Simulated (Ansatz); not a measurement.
## Match the barriers

Saddle point of GaN$_{2}$H$_{9}$, singlet (GaNH₆ ([NH3][GaH3]) + NH₃ → GaN₂H₇ ([NH2][GaH2][NH3]) + H₂; bonds formed: Ga1–N8, H2–H7, H5–N8; dative contacts that become bonds: Ga1–N6; bonds broken: Ga1–H2, H5–N6, H7–N8), PBE0-D4/def2-TZVP structure:

```
12
angstrom
Ga -1.0835 0.5107 -1.0602
H 0.6883 0.5734 -1.3022
H -1.4996 -0.5011 -2.1930
H -1.4359 2.0452 -1.0769
H 0.6502 -0.4722 1.0003
N -1.1375 -0.2687 0.7076
H 1.1553 0.1987 -0.5224
N 1.6253 -0.3438 0.6271
H -1.5882 0.3411 1.3796
H -1.6543 -1.1401 0.7233
H 2.1724 0.2826 1.2024
H 2.1075 -1.2258 0.5142
```

Ansatz 0.2.0; basis: def2-TZVPP, with def2-QZVPP for the basis limit; cores frozen in the correlated methods. Filled d shells of the heavier atoms are correlated. The def2 sets are not built for correlating such inner shells, so the correlated values are less sure here. Extrapolation: Hartree–Fock as exp(−7.88 √X), correlation as X^−2.97. Four methods, as single points on the PBE0-D4 structures, gave these electronic barriers from the start structure: 24.68, 28.49, 33.84, 43.54 kcal/mol.

Task: The methods were, in alphabetical order, BHLYP-D4, HF, PBE-D4, PBE0-D4. Which gave which? (A judgement: the text doesn't fix the answer.)

Result: Computed: PBE-D4 24.68; PBE0-D4 28.49; BHLYP-D4 33.84; HF 43.54 kcal/mol. For comparison, CCSD(T) at an estimated basis limit (MP2 extrapolated from triple and quadruple zeta, plus CCSD(T) − MP2 in triple zeta) gives 32.10 kcal/mol.

The T1 diagnostic stays at or below 0.012. The end structure is not quite a true minimum (one mode of 40i cm⁻¹).

The step is the kind of exchange with an N–H group that builds nitride films in atomic layer and chemical vapour deposition.

Labels in which every atom is bracketed show which atoms are joined, not bond orders.

For scale, one of the runs: CCSD(T)/def2-TZVPP, 236 basis functions, launched by `ansatz run in.yaml --threads 4 --pin off --events-out ev --progress --plain --max-ram 9574MiB`. Time: 110 s of wall clock on 4 CPU threads of an Arm Neoverse V2; the host was shared. Peak host memory: 4.4 GiB.
